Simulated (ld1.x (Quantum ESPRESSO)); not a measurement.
**What one change does to a pseudopotential (Tb (Z = 65), TM)**

```json
{"Element": "terbium (Tb)", "Generator": "ld1.x (Quantum ESPRESSO) 7.5", "Type": "norm-conserving Troullier–Martins (Kleinman–Bylander form)", "Functional": "revPBE", "Relativity": "non-relativistic", "Frozen core": "[Kr] 4d10", "Valence charge": "19", "Reference configuration": "4f9 5s2 5p6 5d0 6s2 6p0", "Partial waves": "5s (bound): rc 1.70 bohr; 5p (bound): rc 2.10 bohr; 4f (bound): rc 1.30 bohr; 5d (bound, empty): rc 2.30 bohr", "Local potential": "the d channel", "Core correction": "none"}
```

Occupied shells without a wave of their own: 6s. They enter only through the test configuration that unscreens the potential.

Change: all radii scaled by about 1.29 (s 2.20, p 2.72, d 2.98, f 1.68 bohr).

Cutoffs: the cutoffs (Ry, on a coarse ladder) from which the occupation-weighted sum of valence levels, in a spherical-Bessel basis at the reference potential, stays within 10 and 1 mRy of its value at 400 Ry; they do not see the model core or the augmentation charge, which bear on the density cutoff. Errors are all-electron minus pseudo energies relative to the spin-unpolarised reference configuration.

Problem. Predict the effect on cutoff, ghosts and configuration errors.

Solution. Of the 7 tests that both files solve, the error grows in 1 and shrinks in 5 by more than 15 % and 0.3 meV (median size 177.2 → 92.2 meV); neither file shows a bound ghost.

```tsv
quantity	base	changed
cutoff, loose	230 Ry	160 Ry
cutoff, tight	over 300 Ry	260 Ry
loose cutoff by channel (10 mRy a level)	s 40 Ry, p 12 Ry, f 230 Ry	s 15 Ry, p 12 Ry, f 140 Ry
bound ghosts	none	none
largest miss of a reference level, eV	0.08	0.02
error for 4f9 5s2 5p6 5d0 6s1 6p0, meV [ΔE 5.70 eV]	+107	-28
error for 4f9 5s2 5p6 5d0 6s0 6p0, meV [ΔE 16.37 eV]	+298	-92
error for 4f8 5s2 5p6 5d0 6s0 6p0, meV [ΔE 45.35 eV]	+231	-108
error for 4f8 5s2 5p6 5d1 6s1 6p0, meV [ΔE 13.67 eV]	-177	+92
error for 4f9 5s2 5p6 5d0 6s1 6p1, meV [ΔE 2.13 eV]	+49	-127
error for 4f8 5s2 5p6 5d0 6s2 6p0, meV [ΔE 14.34 eV]	-310	+277
error for 4f9 5s2 5p6 5d1 6s1 6p0, meV [ΔE 1.67 eV]	+62	-19
```

Base: The 6s level has no wave, so the channel is fitted at the deeper level alone: the likely source of the large errors. Changed file: The 6s level has no wave, so the channel is fitted at the deeper level alone: the likely source of the large errors.
